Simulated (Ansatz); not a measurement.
Consider the isomerisation: `C[Si](O)(F)[SiH3]` → `FC([SiH3])O[SiH3]`.

Computed with Ansatz on PBE0-D4/def2-TZVP structures; ΔE is electronic, products minus reactants. CCSD(T)/CBS is the MP2 limit (def2-TZVPP, def2-QZVPP) plus CCSD(T) − MP2 in def2-TZVPP, frozen cores. Functionals use def2-TZVPP. B3LYP here is the variant with VWN-RPA as its local correlation; programs differ in this. Each species was taken in one conformer, which may not be the lowest.

```
             level  ΔE (eV)  difference from CCSD(T)/CBS
            PBE-D4     3.36                        -0.11
         r2SCAN-D4     3.44                        -0.03
           PBE0-D4     3.43                        -0.04
          B3LYP-D4     3.31                        -0.16
           ωB97X-V     3.29                        -0.18
           ωB97M-V     3.33                        -0.14
            B2PLYP     3.36                        -0.11
               PBE     3.34                        -0.13
            r2SCAN     3.43                        -0.04
              PBE0     3.42                        -0.05
             B3LYP     3.29                        -0.18
     HF/def2-TZVPP     3.22                        -0.25
    MP2/def2-TZVPP     3.50                         0.03
SCS-MP2/def2-TZVPP     3.35                        -0.12
   CCSD/def2-TZVPP     3.39                        -0.08
CCSD(T)/def2-TZVPP     3.38                        -0.09
     HF/def2-QZVPP     3.23                        -0.24
    MP2/def2-QZVPP     3.55                         0.08
SCS-MP2/def2-QZVPP     3.41                        -0.06
      HF/CBS(def2)     3.23                        -0.24
     MP2/CBS(def2)     3.58                         0.11
    CCSD/CBS(def2)     3.47                         0.00
       CCSD(T)/CBS     3.47                            0
```

Largest T1 diagnostic among the species: 0.012.

In def2-TZVPP, CCSD(T) changes the Hartree–Fock value by +0.16 eV (the triples alone add −0.00 eV) and MP2 by +0.28 eV. From PBE to PBE0 (25 % exact exchange), in def2-TZVPP and without D4, ΔE moves by +0.07 eV.
